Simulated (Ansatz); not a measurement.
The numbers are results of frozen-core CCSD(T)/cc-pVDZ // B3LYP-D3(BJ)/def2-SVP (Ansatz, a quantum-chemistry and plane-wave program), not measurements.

Ansatz 0.2 input:
```yaml
crystal:
  periodic: [false, false, false]
  atoms:
    - { symbol: C, position_ang: [3.686091, 0.41552, 0.177105] }
    - { symbol: O, position_ang: [2.655215, -0.044563, -0.666468] }
    - { symbol: Si, position_ang: [1.356042, -0.959136, -0.16123] }
    - { symbol: C, position_ang: [0.301231, -1.29498, -1.671984] }
    - { symbol: Si, position_ang: [-1.236257, -2.344869, -1.404337] }
    - { symbol: C, position_ang: [-2.152273, -2.534232, -3.077362] }
    - { symbol: C, position_ang: [-3.358418, -3.33808, -2.967355] }
    - { symbol: N, position_ang: [-4.311305, -3.984996, -2.831778] }
    - { symbol: H, position_ang: [4.228978, -0.418871, 0.660197] }
    - { symbol: H, position_ang: [3.303041, 1.080841, 0.973924] }
    - { symbol: H, position_ang: [4.408231, 0.987467, -0.425804] }
    - { symbol: H, position_ang: [0.567706, -0.218077, 0.870539] }
    - { symbol: H, position_ang: [1.828844, -2.243211, 0.441357] }
    - { symbol: H, position_ang: [-0.002265, -0.321011, -2.095175] }
    - { symbol: H, position_ang: [0.940435, -1.787891, -2.425883] }
    - { symbol: H, position_ang: [-2.165164, -1.699531, -0.436081] }
    - { symbol: H, position_ang: [-0.8785, -3.704056, -0.913265] }
    - { symbol: H, position_ang: [-1.466586, -2.993887, -3.809019] }
    - { symbol: H, position_ang: [-2.409161, -1.531493, -3.458508] }
basis:
  gaussian: { orbitals: cc-pVDZ }
correlation:
  method: ccsd_t
```

Output:

```
Functional definition: HF
1630 factors; integrals over basis functions are off by at most 1.1e-3 eV
mean field evaluation 1: about -23534.9000 eV, gradient 4.5e1 eV
mean field evaluation 2: about -23535.1686 eV, gradient 4.5e1 eV
mean field evaluation 4: about -23540.6002 eV, gradient 6.6e0 eV
mean field evaluation 8: about -23540.7515 eV, gradient 5.1e-1 eV
mean field evaluation 16: about -23534.8983 eV, gradient 4.5e1 eV
mean field -23540.75263124 eV, -865.1067027030 hartree, gradient 2.0e-6 eV, S^2 0.000000; 0 other end points of the search recorded, 0 dependent functions left out
16 core orbitals not correlated
reference -23540.75263124 eV, -865.1067027030 hartree; 23, 23 occupied and 136, 136 virtual orbitals, 1630 factors
second order -29.57034742 eV of doubles, -0.00000000 eV of singles
cycle   1  -30.68815217 eV  change    -1.1e0 eV  update   1.3e-1
cycle   2  -31.62020962 eV  change   -9.3e-1 eV  update   4.0e-2
cycle   3  -31.82318832 eV  change   -2.0e-1 eV  update   1.9e-2
cycle   4  -31.82111312 eV  change    2.1e-3 eV  update   4.7e-3
cycle   5  -31.82435894 eV  change   -3.2e-3 eV  update   1.9e-3
cycle   6  -31.82481053 eV  change   -4.5e-4 eV  update   5.0e-4
cycle   7  -31.82477166 eV  change    3.9e-5 eV  update   1.8e-4
cycle   8  -31.82484795 eV  change   -7.6e-5 eV  update   5.5e-5
cycle   9  -31.82486109 eV  change   -1.3e-5 eV  update   1.9e-5
perturbative correction -1.02435086 eV, -0.0376441998 hartree
Total energy: -23573.60184319 eV, -866.3138889761 hartree
```

Cost: roughly 6 core-minutes.
